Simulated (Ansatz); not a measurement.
TeCl₂O⁻, that is TeOCl2 with one electron more. The state is a doublet with charge -1. Geometry PBE-D4/def2-SVP, that of the neutral singlet; atoms count from 1.

```
atom    x (Å)    y (Å)    z (Å)
 Te1  -0.6042   0.3471  -0.2696
  O2   0.7084   1.5270  -0.7458
 Cl3   0.1550  -1.8065  -1.0758
 Cl4  -0.2592  -0.0676   2.0912
```

In the def2 sets Te takes a core potential; there is no spin–orbit coupling. The highest occupied level of the charge -1 doublet lies above zero (up to 0.25 eV). By energy differences its removal costs 1.55 eV (vertical, to the charge 0 singlet, at PBE0-D4/def2-TZVPD); a positive level beside a positive removal energy at the same level points to self-interaction error.

(1) Estimate the Mulliken populations from the PBE0/def2-TZVPD orbitals of Ansatz.

(2) Where does the spin sit?

(3) And the Mayer bond orders between bonded heavy atoms (over 0.3)?

## Answers

(1) 
```csv
atom,charge (e),spin (α − β)
Te1,0.68,0.70
O2,-0.67,0.03
Cl3,-0.51,0.14
Cl4,-0.51,0.14
```
Mulliken values and Mayer orders depend strongly on the basis. With diffuse functions, as here, like atoms can get unlike values, and bond orders can come out too low or too high.

(2) Summed by element: Te 0.70, O 0.03, Cl 0.27, of 1 unpaired in all. Largest on single atoms: Te1 0.70, Cl4 0.14, Cl3 0.14.

(3) Te1–O2 1.46 (1.83 Å); Te1–Cl3 0.71 (2.42 Å); Te1–Cl4 0.71 (2.42 Å).
